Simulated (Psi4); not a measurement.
Here is a job for Psi4.
```
memory 2 GB

molecule {
0 1
  Cl   -0.00000000   -0.00000000   -0.07094563
  H     0.00000000    0.00000000    1.20607566
}

set basis sto-3g

energy('ccsd')
print_variables()
```

Q: What does this run give for the total energy, nuclear repulsion energy, coupled-cluster correlation energy (without the perturbative part)?

A: 
```json
{
 "total_energy": "-455.154121 Ha",
 "nuclear_repulsion_energy": "7.0445 Eh",
 "coupled-cluster correlation energy (without the perturbative part)": "-0.0192 Eh"
}
```
